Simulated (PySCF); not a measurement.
AlH₅N₂. Atoms are numbered in the order given.

```xyz
8

Al     0.0000     0.0000    -0.4824
H      0.0000     0.0000    -2.0556
N      0.0000     1.5370     0.4013
H      0.0000     2.4390    -0.0480
H      0.0000     1.6503     1.4025
N      0.0000    -1.5370     0.4013
H      0.0000    -1.6503     1.4025
H      0.0000    -2.4390    -0.0480
```
Charge 0, spin multiplicity 1.

Geometry: B3LYP-D3(BJ)/def2-TZVP. Other conformers were not sampled.

Computed with PBE0/def2-TZVPD run with PySCF.

Mulliken values depend strongly on the basis, most of all with diffuse functions as here. ESP charges are fitted to the potential on shells at 1.4 to 2.0 van der Waals radii. Atomic charges (e):

```tsv
atom	meta-Löwdin	ESP fit	Mulliken
Al1	…	1.23	0.17
H2	…	-0.31	-0.12
N3	…	-1.33	-0.36
H4	…	0.41	0.16
H5	…	0.46	0.17
N6	…	-1.33	-0.36
H7	…	0.46	0.17
H8	…	0.41	0.16
```

Q: Some entries are withheld; supply them. (Estimate from the structure and the level; the computed values follow.)

A: 
- Al1, meta-Löwdin: 0.77
- H2, meta-Löwdin: -0.16
- N3, meta-Löwdin: -0.76
- H4, meta-Löwdin: 0.23
- H5, meta-Löwdin: 0.23
- N6, meta-Löwdin: -0.76
- H7, meta-Löwdin: 0.23
- H8, meta-Löwdin: 0.23
